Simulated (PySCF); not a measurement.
## BP86 on Li⁺ (lithium, charge +1)

Configuration: 1s2, closed-shell 1S. Computed with PySCF 2.14 in pcseg-2, with the non-relativistic Hamiltonian (point nucleus).

```json
{"Total energy": "-7.2760 hartree", "One-electron energy": "-8.8734 hartree", "Hartree (Coulomb) energy": "3.2782 hartree", "Exchange-correlation energy": "-1.6807 hartree", "Kinetic energy": "7.22298 hartree", "⟨S²⟩": "0.0000", "⟨L²⟩": "0.000", "Sum of ⟨r⟩": "1.158 bohr", "Sum of ⟨r²⟩": "0.9209 bohr²", "Density at the nucleus (Gaussians lack the cusp)": "13.3 bohr⁻³", "Langevin diamagnetic susceptibility": "-0.729 ×10⁻⁶ cm³/mol", "Time after the integrals": "0.03 s of wall time on 1 thread of Neoverse-V2 (shared host)"}
```

| shell | electrons | mean orbital energy (eV) | rms radius, mean of both spins (bohr) |
| --- | --- | --- | --- |
| 1s | 2 | -60.651 | 0.679 |
